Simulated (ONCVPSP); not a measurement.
# What the settings do to the ONCV potential of N (Z = 7)

Base potential:

ONCVPSP 4.0.1 input, shortened (lines: element, Z, core and valence counts, functional; n l f; lmax; l rc ep ncon nbas qcut; lloc lpopt rc5 dvloc0; l nproj debl; icmod fcfact rcfact), PBE, scalar-relativistic:

```
  N 7.00    1    2        4      upf
    1    0    2.00
    2    0    2.00
    2    1    3.00
    2
    0    0.75    0.00    5    9    7.30
    1    1.80    0.00    3    6    7.10
    2    1.40    0.29    5    9    7.90
    4    3    0.60    4.00
    0    2    3.30
    1    2    4.00
    2    1    0.40
    3    4.00    1.65
```

All-electron outer shells of the reference configuration (PBE, scalar-relativistic, ld1.x):

| shell | level (eV) | outermost node (bohr) | outermost maximum (bohr) |
| --- | --- | --- | --- |
| 1s | -384.72 | – | 0.15 |
| 2s | -18.58 | 0.32 | 1.02 |
| 2p | -7.09 | – | 0.98 |

Cutoffs, loose and tight: the cutoffs (Ha) at which the residual kinetic energy of the hardest occupied pseudo-wave falls to 1 and 0.1 mHa per electron. They do not see the model core or the augmentation charge, which bear on the density cutoff. Test errors are all-electron minus pseudo excitation energies from the reference, over the configurations 2s2 2p2; 2s2 2p1; 2s2 2p0; 2s1 2p0. A dash means not determined; rows that change the core or the reference have their own tests. The largest error is taken over the tests solved by every variant that gives reliable tests at all: 2s2 2p0; 2s2 2p1; 2s2 2p2.

A true bound ghost makes a file unfit for plane-wave use even where its test errors are small: the radial tests pick states by their node count and pass the ghost by.

| change | outcome | cutoff, loose | cutoff, tight | bound ghosts | GHOST(+) flags above zero | largest test error (meV) |
| --- | --- | --- | --- | --- | --- | --- |
| base | generated | 124 Ha | 375 Ha | s | s | +1385 |
| core correction Teter function, fcfact 4, rcfact 0.94 | generated | 124 Ha | 375 Ha | s | s | +1434 |
| core correction Teter function, fcfact 4, rcfact 1.06 | generated | 124 Ha | 375 Ha | s | s | +1442 |
| core correction Teter function, fcfact 4, rcfact 1.2 | generated | 124 Ha | 375 Ha | s | s | +1437 |
| core correction Teter function, fcfact 4, rcfact 1.34 | generated | 124 Ha | 375 Ha | s | s | +1423 |
| core correction Teter function, fcfact 4, rcfact 1.52 | generated | 124 Ha | 375 Ha | s | s | +1404 |
| core correction Teter function, fcfact 4, rcfact 1.6 | generated | 124 Ha | 375 Ha | s | s | +1393 |
| core correction Teter function, fcfact 4, rcfact 1.78 | generated | 124 Ha | 375 Ha | s | s | +1355 |
| core correction Teter function, fcfact 4, rcfact 1.9 | generated | 124 Ha | 375 Ha | s | s | +1317 |
| core correction Teter function, fcfact 4, rcfact 2.04 | generated | 124 Ha | 375 Ha | s | s | +1254 |

Reading the sweep of the rcfact (base included, trends over the rows without a ghost): Bound ghosts are found at 0.94, 1.06, 1.2, 1.34, 1.52, 1.6, 1.65, 1.78, 1.9, 2.04. Every judged row has one, so this setting neither creates nor removes them.
